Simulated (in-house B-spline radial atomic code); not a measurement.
Ionisation energies along the 56-electron series, configuration [Kr] 4d10 4f8 5s2, as differences of self-consistent energies. NIST's values go from ground level to ground level; the uncertainty of those that are theory runs from under 0.1 % in few-electron ions to several per cent in heavy many-electron ones. Computed with an all-electron radial atomic-structure program (B-spline basis): non-relativistic Hartree-Fock, average of the configuration, point nuclei.

This level leaves out relativity, spin-orbit splitting included, which matters for heavy ions.

```csv
ion,configuration after,ionisation energy (eV),IE/(q+1)² (eV),-ε less Coulomb ΔSCF (eV),tabulated value (eV),tabulated kind,computed minus tabulated (eV)
Dy10+,[Kr] 4d10 4f7 5s2,181.39,1.4991,3.438,192,tabulated theory,-10.61
Ho11+,[Kr] 4d10 4f7 5s2,213.74,1.4843,0.5209,229,tabulated theory,-15.26
Er12+,[Kr] 4d10 4f7 5s2,248.13,1.4682,-,268,tabulated theory,-19.87
```
